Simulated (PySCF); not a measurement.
In(H)(Br)(Et) (C2H6BrIn), SMILES [CH2]([InH][Br])C.

Geometry optimised at PBE0-D3(BJ)/def2-SVP. The structure was generated by enumeration; whether it is a known compound was not checked. The def2 effective core potentials stand for the cores of In; spin–orbit coupling is left out. One conformer was computed; it need not be the lowest.

The numbers are results of B3LYP/def2-TZVP run with PySCF, not measurements.

Isolated molecule, no solvent.

Estimate the frontier levels, gap, dipole moment and polarisability. (An estimate is asked for; the answer gives what the named calculation found.)


The highest occupied level comes out as -7.17 eV and the lowest empty level is -1.94 eV. The orbital gap is 5.23 eV and the dipole moment is 3.58 D. The quadrupole, principal values (traceless, Buckingham form, about the centre of nuclear charge) is -4.95, -1.09, 6.03 D·Å. The mean static polarisability is 84.9 bohr³ (12.58 Å³) and the polarisability, principal values is 60.2, 83.0, 111.4 bohr³.
